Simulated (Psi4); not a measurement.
Br3Ge, doublet, at a GFN2-xTB geometry of the parent state (the spin is typed, not shown lowest); SVWN/def2-SV(P) run with Psi4.

Here is a job for Psi4.
```
memory 2 GB

molecule mol {
0 2
Br    2.153815   -0.766569    0.034889
Ge    0.000000    0.000000    0.000000
Br   -1.741042   -1.482068   -0.003046
Br   -0.412773    2.248637   -0.031842
}

set {
  basis def2-sv(p)
  reference uks
}

energy('svwn')
print_variables()
```

Q: What does Psi4 print? Leave out banner, timings and long lists.

A: 
```
   => Loading Basis Set <=

    Name: DEF2-SV(P)
    Role: ORBITAL
    Keyword: BASIS

         ---------------------------------------------------------
                                   SCF
               by Justin Turney, Rob Parrish, Andy Simmonett
                          and Daniel G. A. Smith
                              UKS Reference
         ---------------------------------------------------------

  ==> Geometry <==

    Molecular point group: c1
    Full point group: C1

    Geometry (in Angstrom), charge = 0, multiplicity = 2:

       Center              X                  Y                   Z               Mass
    ------------   -----------------  -----------------  -----------------  -----------------
         BR           2.153815000000    -0.766569000000     0.034888745979    78.918337600000
         GE           0.000000000000    -0.000000000000    -0.000000254021    73.921177761000
         BR          -1.741042000000    -1.482068000000    -0.003046254021    78.918337600000
         BR          -0.412773000000     2.248637000000    -0.031842254021    78.918337600000

  Running in c1 symmetry.

  Rotational constants: A =      0.02724  B =      0.02724  C =      0.01362 [cm^-1]
  Rotational constants: A =    816.64292  B =    816.64249  C =    408.32135 [MHz]
  Nuclear repulsion = 1268.712928200435044

  Charge       = 0
  Multiplicity = 2
  Electrons    = 137
  Nalpha       = 69
  Nbeta        = 68

  ==> Algorithm <==

  SCF Algorithm Type is DF.
  DIIS enabled.
  MOM disabled.
  Fractional occupation disabled.
  Guess Type is SAD.
  Energy threshold   = 1.00e-06
  Density threshold  = 1.00e-06
  Integral threshold = 1.00e-12

  ==> Primary Basis <==

  Basis Set: DEF2-SV(P)
    Blend: DEF2-SV(P)
    Number of shells: 48
    Number of basis functions: 128
    Number of Cartesian functions: 140
    Spherical Harmonics?: true
    Max angular momentum: 2

  ==> DFT Potential <==

   => LibXC <=

    Version 7.1.2
    S. Lehtola, C. Steigemann, M. J. T. Oliveira, and M. A. L. Marques,  SoftwareX 7, 1–5 (2018) (10.1016/j.softx.2017.11.002)

   => Composite Functional: SVWN <=

    Slater exchange
    Vosko, Wilk & Nusair (VWN5_RPA)
    P. A. M. Dirac,  Math. Proc. Cambridge Philos. Soc. 26, 376 (1930) (10.1017/S0305004100016108)
    F. Bloch,  Z. Phys. 57, 545 (1929) (10.1007/BF01340281)
    S. H. Vosko, L. Wilk, and M. Nusair,  Can. J. Phys. 58, 1200 (1980) (10.1139/p80-159)

    Deriv               =              1
    GGA                 =          FALSE
    Meta                =          FALSE

    Exchange Hybrid     =          FALSE
    MP2 Hybrid          =          FALSE

   => Exchange Functionals <=

    1.0000         XC_LDA_X

   => Correlation Functionals <=

    1.0000   XC_LDA_C_VWN_RPA

   => LibXC Density Thresholds  <==

    XC_LDA_C_VWN_RPA:  1.00E-15
    XC_LDA_X:  1.00E-15

   => Molecular Quadrature <=

    Radial Scheme          =       TREUTLER
    Pruning Scheme         =           NONE
    Nuclear Scheme         =       TREUTLER

    Blocking Scheme        =         OCTREE
    BS radius alpha        =              1
    Pruning alpha          =              1
    Radial Points          =             75
    Spherical Points       =            302
    Total Points           =          83119
    Total Blocks           =            737
    Max Points             =            256
    Max Functions          =            104
    Weights Tolerance      =       1.00E-15

   => Loading Basis Set <=

    Name: (DEF2-SV(P) AUX)
    Role: JKFIT
    Keyword: DF_BASIS_SCF

  ==> Integral Setup <==

  SCF_SUBTYPE=INCORE selected. In-core MEM_DF algorithm will be used.
  Using in-core AOs.

  ==> MemDFJK: Density-Fitted J/K Matrices <==

    J tasked:                   Yes
    K tasked:                    No
    wK tasked:                   No
    Algorithm:                 Core
    Schwarz Cutoff:           1E-12
    Mask sparsity (%):      16.8091
    Fitting Condition:        1E-10

[...]
  Reciprocal condition number of the overlap matrix is 4.7510995055E-03.
    Using symmetric orthogonalization.

  ==> Pre-Iterations <==

  SCF Guess: Superposition of Atomic Densities via on-the-fly atomic UHF (no occupation information).

   -------------------------
    Irrep   Nso     Nmo
   -------------------------
     A        128     128
   -------------------------
    Total     128     128
   -------------------------

  ==> Iterations <==

                           Total Energy        Delta E     RMS |[F,P]|

   @DF-UKS iter SAD: -9780.23102390996792   -9.78023e+03   0.00000e+00
   @DF-UKS iter   1: -9785.32006548405116   -5.08904e+00   2.64654e-02 ADIIS/DIIS
   @DF-UKS iter   2: -9780.77129257747765    4.54877e+00   5.05301e-02 ADIIS/DIIS
   @DF-UKS iter   3: -9787.31257466174611   -6.54128e+00   7.70181e-03 ADIIS/DIIS
   @DF-UKS iter   4: -9787.37443279765284   -6.18581e-02   3.66981e-03 ADIIS/DIIS
   @DF-UKS iter   5: -9787.43775573446692   -6.33229e-02   1.25682e-03 ADIIS/DIIS
   @DF-UKS iter   6: -9787.45659550491837   -1.88398e-02   1.22880e-04 ADIIS/DIIS
   @DF-UKS iter   7: -9787.45667927976501   -8.37748e-05   3.31576e-05 DIIS
   @DF-UKS iter   8: -9787.45668819684215   -8.91708e-06   2.47611e-06 DIIS
   @DF-UKS iter   9: -9787.45668825623216   -5.93900e-08   8.08318e-07 DIIS
  Energy and wave function converged.

  ==> Post-Iterations <==

   Electrons on quadrature grid:
      Nalpha   =   68.9999920486 ; deviation = -7.951e-06
      Nbeta    =   67.9999920581 ; deviation = -7.942e-06
      Ntotal   =  136.9999841067 ; deviation = -1.589e-05

   @Spin Contamination Metric:   6.901790355E-04
   @S^2 Expected:                7.500000000E-01
   @S^2 Observed:                7.506901790E-01
   @S   Expected:                5.000000000E-01
   @S   Observed:                5.000000000E-01

    Orbital Energies [Eh]
    ---------------------

    Alpha Occupied:

[...]
    Alpha Virtual:

[...]
    Beta Occupied:

[...]
    Beta Virtual:

[...]
    Final Occupation by Irrep:
              A
    DOCC [    68 ]
    SOCC [     1 ]
    NA   [    69 ]
    NB   [    68 ]

  @DF-UKS Final Energy: -9787.45668825623216

   => Energetics <=

    Nuclear Repulsion Energy =           1268.7129282004350443
    One-Electron Energy =              -16171.7840877330963849
    Two-Electron Energy =                5457.7231343482626471
    DFT Exchange-Correlation Energy =    -342.1086630718353945
    Empirical Dispersion Energy =           0.0000000000000000
    VV10 Nonlocal Energy =                  0.0000000000000000
    Total Energy =                      -9787.4566882562321553

  UHF NO Occupations:
  HONO-2 :   67  A 1.9999706
  HONO-1 :   68  A 1.9997771
  HONO-0 :   69  A 1.0000000
  LUNO+0 :   70  A 0.0002229
  LUNO+1 :   71  A 0.0000294
  LUNO+2 :   72  A 0.0000294
  LUNO+3 :   73  A 0.0000202

Computation Completed

Properties will be evaluated at   0.000000,   0.000000,   0.000000 [a0]

Properties computed using the SCF density matrix

 Multipole Moments:

 ------------------------------------------------------------------------------------
     Multipole            Electronic (a.u.)      Nuclear  (a.u.)        Total (a.u.)
 ------------------------------------------------------------------------------------

 L = 1.  Multiply by 2.5417464519 to convert [e a0] to [Debye]
 Dipole X            :          0.0000199            0.0000000            0.0000199
 Dipole Y            :         -0.0000248            0.0000000           -0.0000248
 Dipole Z            :         -0.0000027            0.0000004           -0.0000023
 Magnitude           :                                                    0.0000319

 ------------------------------------------------------------------------------------

  Variable Map:
  ----------------------------------------------------------------------------
[...]
  Array Variable Map:
  ----------------------------------------------------------------------------
[...]
[...]
```
